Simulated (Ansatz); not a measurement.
ReO₃F, relaxed as a singlet with RKS PBE0-D4/def2-SVP in Ansatz, starting from the GFN2-xTB geometry. Force threshold 0.02 eV/Å.

In the def2 sets Re takes a core potential; there is no spin–orbit coupling.

Start:

| atom | x (Å) | y (Å) | z (Å) |
| --- | --- | --- | --- |
| Re1 | -0.002 | 0.015 | 0.011 |
| O2 | -0.371 | -1.391 | 0.814 |
| O3 | -1.036 | 0.119 | -1.284 |
| O4 | 1.528 | -0.169 | -0.607 |
| F5 | -0.120 | 1.426 | 1.066 |

Task: Estimate the energy that the relaxation releases and the steps that it takes.

Result: 0.24 eV, in 4 steps; 4.9 s on 4 threads of Arm Neoverse V2 on a shared host. No frequencies were taken in this run, so the end may be a saddle point.

Task: Does the start keep its bonding and symmetry?

Result: By distances, no bond broke or formed. The bond that changes most is Re1–F5, from 1.77 to 1.85 Å (atoms count from 1). Point group C3v at the start, C3v at the end, both within 0.05 Å.

Task: Predict the relaxed structure.

Result: 
```xyz
5

Re    0.001   -0.009   -0.007
O    -0.381   -1.420    0.839
O    -1.063    0.129   -1.311
O     1.567   -0.167   -0.617
F    -0.124    1.468    1.097
```
Bond lengths: 3 × O–Re 1.69 Å; 1 × F–Re 1.85 Å.
